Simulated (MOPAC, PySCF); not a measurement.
H₂BI₂N, SMILES `NB(I)I`, neutral singlet in the gas phase. 

Cartesian coordinates (Å):
SMILES: IB(I)N
```xyz
6

N     -0.8636    -0.0424     0.0117
B      0.5181     0.0254    -0.0071
I      1.4846     1.9337    -0.1679
I      1.6708    -1.7790     0.1246
H     -1.4473     0.7773    -0.0474
H     -1.3627    -0.9150     0.0861
```
Charge 0, spin multiplicity 1.

All levels are single points at this geometry (r2SCAN-D4/def2-TZVP); Pople sets use spherical d functions. Orbital energies aren't observables, and empty levels follow the basis.

B3LYP/6-31G* (LANL2DZ on I) in PySCF gives dipole (D) = 3.35.

Task: Estimate the dipole (D) from each of these levels: PBE-D3(BJ)/def2-TZVP in PySCF; r2SCAN-D4/def2-TZVP in PySCF; B3LYP/6-311+G** (LANL2DZ on I) in PySCF; BP86/6-31G* (LANL2DZ on I) in PySCF; HF/6-31G* (LANL2DZ on I) in PySCF; AM1 in MOPAC; PM3 in MOPAC; PM6 in MOPAC.

Result: 
```json
[
 {"level": "PBE-D3(BJ)/def2-TZVP in PySCF", "dipole (D)": "2.68"},
 {"level": "r2SCAN-D4/def2-TZVP in PySCF", "dipole (D)": "2.76"},
 {"level": "B3LYP/6-311+G** (LANL2DZ on I) in PySCF", "dipole (D)": "2.98"},
 {"level": "BP86/6-31G* (LANL2DZ on I) in PySCF", "dipole (D)": "3.37"},
 {"level": "HF/6-31G* (LANL2DZ on I) in PySCF", "dipole (D)": "3.43"},
 {"level": "AM1 in MOPAC", "dipole (D)": "3.46"},
 {"level": "PM3 in MOPAC", "dipole (D)": "4.15"},
 {"level": "PM6 in MOPAC", "dipole (D)": "3.97"}
]
```
